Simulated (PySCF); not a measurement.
SMILES CC[SiH2]O at its PBE0/def2-SVP optimised geometry (Å):

```
12

Si    -0.4654    -0.7889     0.0000
O     -1.0366     0.7828     0.0000
C     -1.0775    -1.7667    -1.4832
C     -0.6710    -1.1869    -2.8357
H     -0.9680    -1.4055     1.2606
H      1.0366    -0.7889     0.0000
H     -0.5910     1.4055    -0.5800
H     -2.1770    -1.8358    -1.4066
H     -0.7038    -2.8011    -1.3729
H      0.4249    -1.1445    -2.9478
H     -1.0611    -1.7831    -3.6756
H     -1.0539    -0.1611    -2.9622
```

Level of theory: PySCF with PBE0/def2-TZVP.

Map of the HOMO−1 amplitude (bohr^(-3/2)) on the plane z = 1.5 Å; orbital energy -8.95 eV, overall sign arbitrary:

```
|9999999999999999999999999999999|
|9999999999999999999999999999999|
|9999999999999999999999999999999|
|9999999999999999999999999999999|
|9999999999999999999999999999999|
|9999999999999999999999999999999|
|9999999999999999999999999999999|
|9999999999999999999999999999999|
|9999999999999999999999999999999|
|9999999999999999999999999999999|
|9999999999999999999999999999999|
|9999999999999999999999999999999|
|9999999999999999999999999999999|
|9999999999988889999999999999999|
|9999999988888888999999999999999|
|9999998888888888999999999999999|
|9999888887777788999999999999999|
|9998888776666678899999999999999|
|9998888766555667899999999999999|
|9998887764333567899999999999999|
|9988887653212457899999999999999|
|9988887653101457889999999999999|
|9988887654212467889999999999999|
|9998887765444567889999999999999|
|9998888776656677889999999999999|
|9998888877777778889999999999999|
|9999888887777888889999999999999|
|9999988888888888899999999999999|
|9999998888888888999999999999999|
|9999999888888889999999999999999|
|9999999999888999999999999999999|
```
Scale: ten equal steps from -0.178 (start of '0') to 0.014 (end of '9'), in the order '0123456789'; x runs from -3.50 to 3.50, y from -3.50 (bottom) to 3.50 (top).
